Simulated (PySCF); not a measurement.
CHCl, SMILES [CH]Cl (connectivity only; charge and spin as stated), neutral, multiplicity 1.

The structure is a stationary point at ωB97X-D3(BJ)/def2-TZVPD. The isomer is the one that the SMILES or the coordinates give; other isomers of the formula were not compared.

All values below come from TDA-M06-2X/def2-TZVPD in PySCF.

Vertical excitations.  State labels are in the subgroup Cs.

**Question.** Estimate the UV-visible absorptions. (The exact figures need the calculation; the answer reports its results.)

**Answer.** 
```csv
state,symmetry,energy (eV),λ (nm),f,main pairs
S1,A",1.63,761,0.004,HOMO→LUMO 98 %
S2,A",5.45,227,0.004,HOMO−1→LUMO 98 %
S3,A',5.89,210,0.020,"HOMO→LUMO+2 65 %, HOMO→LUMO+1 10 %"
S4,A',6.52,190,0.003,HOMO→LUMO+1 77 %
S5,A',7.07,175,0.180,"HOMO−2→LUMO 66 %, HOMO→LUMO+4 13 %"
S6,A",7.15,173,0.000,HOMO−3→LUMO 92 %
S7,A",7.33,169,0.008,HOMO→LUMO+3 93 %
S8,A',7.41,167,0.010,"HOMO→LUMO+4 72 %, HOMO→LUMO+2 16 %"
S9,A',8.29,150,0.046,"HOMO→LUMO+5 30 %, HOMO→LUMO+6 20 %, HOMO→LUMO+7 19 %, HOMO→LUMO+2 10 %"
S10,A',8.54,145,0.035,"HOMO→LUMO+5 51 %, HOMO→LUMO+6 31 %"
T1,A",0.34,3698,0,HOMO→LUMO 95 %
T2,A",4.85,256,0,HOMO−1→LUMO 94 %
T3,A',5.00,248,0,HOMO−2→LUMO 99 %
T4,A',5.48,226,0,"HOMO→LUMO+2 60 %, HOMO→LUMO+7 15 %, HOMO→LUMO+5 10 %"
```
Triplets are in the Tamm–Dancoff approximation.
